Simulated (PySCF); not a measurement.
Two-dimensional NMR puzzle

Compound of formula C$_{7}$H$_{7}$ClOSi. Correlations simulated from computed shifts and the bond graph:

HSQC (one-bond C–H):
| δH | δC |
| --- | --- |
| 8.57 | 138.1 |
| 8.01 | 141.5 |

COSY cross peaks (H two or three bonds apart, from the bond graph; peaks can be absent where the dihedral angle is near 90°):
| δH | δH |
| --- | --- |
| 8.57 | 8.01 |

HMBC (two and three bonds, from the bond graph):
| δH | δC |
| --- | --- |
| 8.57 | 177.0, 147.3, 141.5, 138.1, 136.5 |
| 8.01 | 147.3, 141.5, 138.1, 136.5 |
| 4.60 | 147.3, 141.5 |

Carbons without hydrogens: δ 177.0, 147.3, 136.5.

PySCF calculation with shieldings: GIAO PBE0/pcSseg-1 and GFN2-xTB geometry; non-relativistic Hamiltonian, gas phase, single conformer, averaged over atoms made equivalent by symmetry, fast rotation or ring inversion.

Shifts are taken against calculated references (same method and geometry level): ¹H (σref 31.72), ¹³C (σref 186.93) against TMS.

Exchangeable hydrogens are left out of these lists.

Task: Work out the connectivity.

Result: SMILES O=C(Cl)c1ccc([SiH3])cc1.

Structure with atom numbers: `[O:1]=[C:2]([Cl:3])[c:4]1[cH:5][cH:6][c:7]([SiH3:8])[cH:9][cH:10]1` (H(Xn): hydrogen on atom n).

- δC 177.0 is C2, a carbonyl carbon.
- δC 147.3 is C7, a substituted aromatic carbon.
- δC 141.5 is C6/C9, an aromatic CH (δH 8.01).
- δC 138.1 is C5/C10, an aromatic CH (δH 8.57).
- δC 136.5 is C4, a substituted aromatic carbon.
- HMBC from δH 8.57 reaches the proton-free carbons C2, C7, C4.
- HMBC from δH 8.01 reaches the proton-free carbons C7, C4.
- HMBC from δH 4.60 reaches the proton-free carbon C7.
- COSY links 8.57–8.01.

The shifts were computed for this structure.

Carbons that carry Cl, above all several Cl atoms, come out too deshielded, partly because spin–orbit coupling is missing. Shifts are as computed. Against solution values, carbons near 30 ppm lie about +3 ppm off and those near 130 ppm about +5 ppm; carbons on Cl a further +6 ppm. Of 1211 compounds with measured shifts, 218 miss one by over three times the rms of a fit or turn the order of signals round; such compounds aren't used in these exercises.
